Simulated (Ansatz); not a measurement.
Mulliken charges of AlClH5PSi (`P[SiH2][AlH][Cl]`) from PBE/def2-TZVPP in Ansatz (PBE0-D4/def2-TZVP geometry).

```csv
atom,x (Å),y (Å),z (Å),charge (e)
P1,-1.571,1.428,0.035,-0.149
Si2,-0.247,-0.109,1.061,0.037
Al3,1.395,-0.908,-0.544,0.430
Cl4,0.655,-2.230,-2.006,-0.236
H5,-0.488,2.173,-0.509,0.047
H6,-1.743,0.657,-1.147,0.061
H7,0.343,0.570,2.249,-0.042
H8,-1.154,-1.185,1.548,-0.036
H9,2.898,-0.443,-0.704,-0.111
```

By hand: the dipole of these point charges (1 e Å = 4.8032 D).

Σ q r = (0.246, 0.129, 0.108) e Å, of length 0.298 e Å = 1.43 D.

How does the dipole of the full density compare? (An estimate is asked.)

Ansatz gave: (0.113, 0.119, 0.144) e Å, 1.05 D; the point charges give 1.36 times that, at 26° from its direction.

Point charges leave out the atoms' own dipoles, such as those of lone pairs, and Mulliken's split depends on the basis, so the two needn't agree.
